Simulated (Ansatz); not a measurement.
Process, species as SMILES: F[SiH2][SiH](F)F → F[SiH][SiH2]F + F atom (the F-Si bond at the site shown breaks; other sites are not compared here)
Each molecule is optimised on its own at B3LYP-D3(BJ)/def2-TZVP (Ansatz, an electronic-structure program), one conformer each, not searched for the lowest.

Property: bond dissociation energy (electronic energy difference), in eV. Cores are frozen in the correlated levels unless marked. UHF or UKS for open shells. No spin-orbit coupling. Non-relativistic. CBS(X,Y): correlation extrapolated as X^-3; Hartree-Fock from the larger set.

| level | program | bond dissociation energy (eV) |
|---|---|---|
| BLYP-D4/def2-TZVPD | Ansatz + dftd4 | 6.60 |
| revPBE/def2-TZVPD | Ansatz | 6.34 |
| B3LYP/def2-TZVPD | Ansatz | ___ |
| PBE0/def2-TZVPD | Ansatz | ___ |
| PBE0/def2-QZVPP | Ansatz | 6.52 |
| r2SCANh/def2-TZVPD | Ansatz | 6.51 |
| r2SCAN0/def2-TZVPD | Ansatz | 6.42 |
| HSE06-D3(BJ)/def2-TZVPD | Ansatz + dftd3 | 6.49 |
| CAM-B3LYP-D3(BJ)/def2-TZVPD | Ansatz + dftd3 | ___ |
| LC-wPBE-D4/def2-TZVPD | Ansatz + dftd4 | 6.67 |
| LC-wPBE/def2-TZVPD | Ansatz | 6.64 |
| SCS-MP2/6-31G* | Ansatz | 6.67 |
| CCSD(T)/CBS(aug-cc-pV(T+d)Z,aug-cc-pV(Q+d)Z) | Ansatz | ___ |

Complete the blanks.


- B3LYP/def2-TZVPD, bond dissociation energy (eV): 6.55
- PBE0/def2-TZVPD, bond dissociation energy (eV): 6.48
- CAM-B3LYP-D3(BJ)/def2-TZVPD, bond dissociation energy (eV): 6.72
- CCSD(T)/CBS(aug-cc-pV(T+d)Z,aug-cc-pV(Q+d)Z), bond dissociation energy (eV): 6.89
